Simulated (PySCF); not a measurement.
Compound: C5H9NSi.
Structure used (GFN2-xTB), in Å, numbered top down from 1:
```
atom  x, y, z in Å
C1    -3.0675    0.5316   -0.2493
C2    -1.8813    0.0894    0.1543
C3    -1.0635   -0.8073   -0.6453
N4     0.0781   -1.2505   -0.3612
Si5    1.2190   -1.0297    0.8989
C6     2.4443    0.2529    0.2598
C7     2.1962    1.1417   -0.6866
H8    -3.4842    0.2330   -1.1983
H9    -3.6635    1.2048    0.3437
H10   -1.4573    0.3922    1.1020
H11   -1.5051   -1.1207   -1.5957
H12    1.8323   -2.3530    1.0096
H13    0.7581   -0.5775    2.2257
H14    3.4205    0.2550    0.7294
H15    2.9250    1.8688   -1.0152
H16    1.2414    1.1781   -1.1880
```

Method used: wB97X-D/def2-SVPD in PySCF (dipole) on a GFN2-xTB geometry, gas phase.

Masses are those of the commonest isotopes; rigid-rotor values at the optimised geometry. The values belong to one conformer with, in the numbering `[CH2:1]=[CH:2]/[CH:3]=[N:4]\[SiH2:5][CH:6]=[CH2:7]`, C1–C2–C3–N4 178°, C3–N4–Si5–C6 -97°, N4–Si5–C6–C7 23°.

Problem. What are A, B and C (GHz)?

Solution. Ia = 131.11, Ib = 431.67, Ic = 494.51 u·Å²; 505379 MHz·u·Å²/I gives 3854, 1171 and 1022 MHz, that is A = 3.8545, B = 1.1708, C = 1.0220 GHz.

Problem. Classify the top.

Solution. An asymmetric top. Ray's parameter κ = (2B − A − C)/(A − C) = -0.895; −1 is the prolate and +1 the oblate limit.

Problem. What does the inertial defect say?

Solution. Not planar: Δ = Ic − Ia − Ib = -68.27 u·Å². For a rigid frame Δ = −2 Σ m c², so Σ m c² = 34.13 u·Å² lies off the ab plane: 10.51 from hydrogen and 23.63 from heavier atoms. The atom farthest from that plane is 1.74 Å away.

Problem. Which lines would a microwave search look for?

Solution. The dipole components are |μa| = 1.81 D, |μb| = 1.20 D, |μc| = 0.93 D. The squared components, which scale the intensities, stand as 1.00 : 0.44 : 0.27 (a : b : c). Some lines, for components of 0.1 D or more:

```
type  branch         J(Ka,Kc)    MHz  lower level (cm⁻¹)
   a       Q  4(1,3) ← 4(1,4)   1487               0.798
   b       R  2(0,2) ← 1(1,1)   1696               0.163
   c       Q  2(1,2) ← 2(0,2)   2541               0.219
   b       Q  2(1,1) ← 2(0,2)   2987               0.219
   b       Q  3(1,2) ← 3(0,3)   3231               0.438
   a       R  3(0,3) ← 2(0,2)   6554               0.219
   a       R  3(1,2) ← 2(1,1)   6798               0.319
   b       Q  3(2,2) ← 3(1,3)   8724               0.516
   a       R  4(1,3) ← 3(1,2)   9056               0.546
   b       Q  3(3,1) ← 3(2,2)  13794               0.807
   b       R  4(3,2) ← 3(2,1)  22547               0.808
```

Stationary, but not proved a minimum. These are rigid-rotor constants of the computed structure; measured ground-state constants (B0) also hold zero-point vibration. Quadrupole hyperfine structure (14N) is left out.
